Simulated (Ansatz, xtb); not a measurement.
Relative energy of two isomers of C5H7ClO

We compare X, `O=C[C@H]1C[C@@H](Cl)C1`, a singlet, with Y, `O=C[C@H]1C[C@H](Cl)C1`, a singlet. Both are isolated molecules in the gas phase, relaxed with B3LYP-D3(BJ)/def2-SVP; the shapes shown needn't be the lowest conformers.

X (Å):

```tsv
atom	x (Å)	y (Å)	z (Å)
C	2.2494	1.5590	1.0338
C	1.0237	0.8700	0.4946
C	1.1661	0.0830	-0.8274
C	0.3567	-1.0541	-0.1838
C	0.6370	-0.4695	1.2122
Cl	0.8893	-2.7439	-0.4908
O	3.3461	1.4843	0.5402
H	2.0831	2.1407	1.9797
H	0.1767	1.5753	0.5024
H	2.2162	-0.2000	-0.9840
H	0.7647	0.5310	-1.7468
H	-0.7092	-1.0136	-0.4440
H	-0.1919	-0.4538	1.9333
H	1.5149	-0.9485	1.6693
```

Y (Å):

```
atom    x (Å)    y (Å)    z (Å)
   C   1.8022   1.0256   1.0536
   C   0.7393  -0.0435   1.0628
   C  -0.6466   0.4349   1.5582
   C  -1.0481   0.6504   0.0879
   C   0.1220  -0.2404  -0.3665
  Cl  -2.6981   0.1464  -0.4123
   O   1.6164   2.1840   1.3323
   H   2.8144   0.6705   0.7220
   H   1.1527  -0.9600   1.5129
   H  -0.6574   1.3218   2.2054
   H  -1.2212  -0.3820   2.0148
   H  -0.9275   1.6950  -0.2252
   H  -0.1994  -1.2792  -0.5210
   H   0.7054   0.0944  -1.2377
```

Quicker runs give these differences E(Y) − E(X): GFN2-xTB −1.32 kcal/mol; HF/STO-3G −0.53 kcal/mol (at GFN2-xTB geometries); r2SCAN-D4/def2-SVP −0.34 kcal/mol (at GFN2-xTB geometries).

Question: Estimate E(Y) − E(X) at the level CCSD(T)/def2-SVP + ΔMP2/def2-TZVPP.

Answer: CCSD(T)/def2-SVP + ΔMP2/def2-TZVPP gives E(Y) − E(X) = −0.17 kcal/mol, slightly favouring structure Y, which is too small a margin to settle the true order.

Level by level:

| level | geometry | E(Y) − E(X) (kcal/mol) | departure from the last row (kcal/mol) | job, with rough time for the two |
| --- | --- | --- | --- | --- |
| GFN2-xTB | GFN2-xTB | −1.32 | −1.15 | optimisation, 0.98 s |
| HF/STO-3G | GFN2-xTB | −0.53 | −0.36 | single point, 1.8 s |
| r2SCAN-D4/def2-SVP | GFN2-xTB | −0.34 | −0.17 | single point, 11 s |
| B3LYP-D3(BJ)/def2-SVP | B3LYP-D3(BJ)/def2-SVP | −0.11 | +0.06 | optimisation, 5.7 min |
| HF/def2-SVP | B3LYP-D3(BJ)/def2-SVP | 0.00 | +0.17 | part of the CCSD(T) run |
| MP2/def2-SVP | B3LYP-D3(BJ)/def2-SVP | −0.26 | −0.10 | part of the CCSD(T) run |
| CCSD(T)/def2-SVP | B3LYP-D3(BJ)/def2-SVP | −0.20 | −0.03 | single point |
| CCSD(T)/def2-SVP + ΔMP2/def2-TZVPP | B3LYP-D3(BJ)/def2-SVP | −0.17 |  | single point, 3.5 min |

As drawn, both hold the same kinds of bond in the same numbers.

The largest departure from CCSD(T)/def2-SVP + ΔMP2/def2-TZVPP is that of GFN2-xTB, 1.15 kcal/mol. The last row adds to CCSD(T) the change of the MP2 difference between the two basis sets, here +0.03 kcal/mol.

With thermal terms from frequencies at re-optimised GFN2-xTB minima (ideal gas, soft modes damped towards free rotors, one conformer each, 298.15 K, 1 atm): on the last row, ΔE + ΔZPE = −0.16, ΔH = −0.14, ΔG = −0.15 kcal/mol.

The correlated steps freeze 11 core orbitals. Codes used: Ansatz 0.2.0, xtb 6.7.1; the last row on 2 threads of Intel(R) Xeon(R) Processor @ 2.50GHz (Skylake/Cascade Lake) on a shared host.
